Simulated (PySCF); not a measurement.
# A search over the determinants of ZnS

Unrestricted PBE0; PySCF, scalar-relativistic core potentials, basis sets Zn cc-pVDZ-PP with ECP10, S cc-pV(D+d)Z. Outer shells of the fragments: Zn 3d10 4s2; S 3s2 3p4.

Followed along the bond (rough minima from three points):

```tsv
2Ms+1	unpaired	⟨S²⟩ at the start	R at minimum (Å)	Te (eV)
1	none	0.00	2.04	0.00
3	σ ↑, π ↑	2.01	2.24	0.21
1	σ ↓, π ↑	1.01	2.23	0.32
```

Solutions found at the starting distance of 2.175 Å, counted from the lowest of them; the search is not exhaustive and high or unbound solutions are not listed, so other states can lie among these:

```
2Ms+1  unpaired   term  E (eV)  ⟨S²⟩  ⟨Lz²⟩  μ (D)
    1      none    ¹Σ⁺    0.00  0.00   0.00  -5.38
    3  σ ↑, π ↑     ³Π    0.08  2.01   1.01  -1.49
    1  σ ↓, π ↑  mixed    0.19  1.01   1.01  -1.55
    3      σ ↑↑    ³Σ⁺    2.18  2.01   0.00  -2.56
    3      π ↑↑    ³Σ⁻    2.80  2.01   0.00   4.19
    1      π ↑↓  mixed    3.22  1.01   2.02   4.16
    3      π ↑↑  mixed    3.67  2.01   2.01  -1.89
    1      π ↑↓  mixed    3.87  1.05   2.01  -1.86
    3      π ↑↑  mixed    3.88  2.01   2.01  -1.94
    1      none  mixed    4.59  0.00   2.00   4.06
```

A term symbol is given only where ⟨S²⟩ and ⟨Lz²⟩ are close to those of a pure state; real π, δ and φ orbitals otherwise mix terms. A positive dipole means Zn(−)S(+).

Task: Compare the gap between the two lowest followed solutions at the starting distance with the gap between their minima.

Result: At PBE0 the second solution (triplet, unpaired electrons σ ↑, π ↑) lies +0.08 eV from the first (singlet, closed shell) at 2.175 Å and +0.21 eV at the minima; the two curves relax by different amounts, since their minima lie near 2.24 and 2.04 Å.

Counting both spins, an empty level lies below a filled one in some of these solutions, because spin and occupation are held.
